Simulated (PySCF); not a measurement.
# Telling isomers of C₉H₁₀O apart by NMR

PySCF 2.14 calculation with PBE0-D3(BJ)/def2-SVP geometry and NMR shieldings at PBE0/pcSseg-1/GIAO; non-relativistic, gas phase, rapidly exchanging positions averaged, a single conformation.

Scale: 1H (σ = 31.27 ppm), 13C (σ = 184.41 ppm) vs TMS (reference shieldings calculated alike). Where no couplings were computed, multiplicities follow the n + 1 count of equivalent neighbours, and m marks all less simple cases (inequivalent or close neighbours, rings, F or P nearby). Shifts are as computed. Against solution values, carbons near 30 ppm lie about +2 ppm off and those near 130 ppm about +5 ppm. Of 1211 compounds with measured shifts, 218 miss one by over three times the rms of a fit or turn the order of signals round; such compounds aren't used in these exercises. OH and NH positions are gas-phase values without hydrogen bonding to other molecules.

(1) Tabulate the signals of `C=Cc1ccccc1OC`, `CCC(=O)c1ccccc1`, `C=Cc1cc(C)ccc1O` and their relative energies.

(2) What is the quickest way to tell C=Cc1ccccc1OC from C=Cc1cc(C)ccc1O?

(3) What is the quickest way to tell CCC(=O)c1ccccc1 from C=Cc1cc(C)ccc1O?

(4) What is the quickest way to tell C=Cc1ccccc1OC from CCC(=O)c1ccccc1?

## Answers

(1) 
```tsv
SMILES	carbon types	δC	δH	E rel. (kcal/mol)
C=Cc1ccccc1OC	2×C 5×CH 1×CH2 1×CH3	160.5, 138.3, 134.6, 129.9, 129.8, 124.8, 118.0, 112.0, 53.9	7.76 (d, 1H), 7.37 (m, 1H), 7.29 (m, 1H), 7.03 (m, 1H), 6.59 (d, 1H), 5.96 (m, 1H), 5.49 (m, 1H), 3.72 (s, 3H)	26.9
CCC(=O)c1ccccc1	2×C 5×CH 1×CH2 1×CH3	201.2, 139.6, 138.8, 134.0, 133.7, 33.4, 9.0	8.27 (d, 2H), 7.62 (m, 1H), 7.58 (m, 2H), 2.85 (q, 2H), 1.26 (t, 3H)	0.0
C=Cc1cc(C)ccc1O	3×C 4×CH 1×CH2 1×CH3	157.3, 137.0, 136.7, 132.9, 132.4, 126.1, 124.5, 119.9, 22.3	7.27 (s, 1H), 7.20 (d, 1H), 6.97 (d, 1H), 6.74 (m, 1H), 5.98 (m, 1H), 5.61 (m, 1H), 4.41 (br s, 1H), 2.31 (s, 3H)	16.0
```

Energies are electronic energies at PBE0/pcSseg-1 on these geometries, without zero-point or thermal terms, each for the one conformer computed, which needn't be the lowest.

(2) Both give the same number of carbon signals, but DEPT or the intensities differ. The first has a methyl carbon bonded to O (CH3) at 53.9 ppm, the second a methyl carbon on an aromatic ring (CH3) at 22.3 ppm. Their most deshielded carbons lie at 160.5 and 157.3 ppm. In the proton spectra the most deshielded non-exchanging signals are 7.76 (d, 1H) and 7.27 (s, 1H).

(3) Count the carbon signals: 7 against 9. The first has an sp3 CH2 α to a carbonyl at 33.4 ppm, the second a terminal =CH2 carbon at 124.5 ppm. Their most deshielded carbons lie at 201.2 and 157.3 ppm. In the proton spectra the most deshielded non-exchanging signals are 8.27 (d, 2H) and 7.27 (s, 1H).

(4) Count the carbon signals: 9 against 7. The first has a terminal =CH2 carbon at 118.0 ppm, the second an sp3 CH2 α to a carbonyl at 33.4 ppm. Their most deshielded carbons lie at 160.5 and 201.2 ppm. In the proton spectra the most deshielded non-exchanging signals are 7.76 (d, 1H) and 8.27 (d, 2H).
